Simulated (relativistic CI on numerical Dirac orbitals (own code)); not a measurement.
**Hyperfine structure of Sb L, mass number 123**

Method of calculation: Dirac-Coulomb-Breit CI, orbitals from a KLI potential per configuration, model QED, unscaled Slater integrals (own radial code, finite nucleus).

CI space: 1s², 1s2s, 1s2p, 1s3s, 1s3p, 1s3d, 1s4s, 1s4p, 1s4d, 1s4f, 1s5s, 1s5p, 1s5d, 1s5f, 1s5g, 1s6s, 1s6p, 1s6d, 2s². Levels of other configurations are missing.

Nuclear spin I = 7/2, μ = 2.5457 μN, Q = -0.692 b (tables of Stone and Pyykkö). The electronic factors are computed for point nuclear moments, without core polarisation or the Bohr-Weisskopf and QED corrections.

```
    Level   E (eV)  A (GHz)  B (GHz)
 1s2s ³S1  26728.3    17120  0.00558
1s2p ³P°1  26800.4    15720       29
1s2p ³P°2  27102.6     7713     -372
1s2p ¹P°1  27135.8    -7244     -213
 1s3s ³S1  31767.3    15730  0.00726
1s3p ³P°1  31787.0    15280      7.9
1s3p ³P°2  31876.8     7615     -114
 1s3d ³D2  31884.8     7600    -22.4
```

Levels with J = 0, under 50 % of one LS term, or S terms without an open s electron are left out. Small factors come from cancelling terms and can be off by tens of per cent or more.

At this charge energies of transitions that change n are usually good to better than 1 %, and those within a shell (Δn = 0) to a few per cent.

Problem. Give the hyperfine levels of 1s2s ³S1 relative to its centre of gravity.

Solution. With K = F(F + 1) − I(I + 1) − J(J + 1), E = AK/2 + B[¾K(K + 1) − I(I + 1)J(J + 1)]/[2I(2I − 1)J(2J − 1)]: F = 5/2: -77050, F = 7/2: -17120, F = 9/2: 59930 GHz.

LS names give the leading component of a level, which can be under half, so a name can repeat, a term be missing and a line seem to break the LS rules.
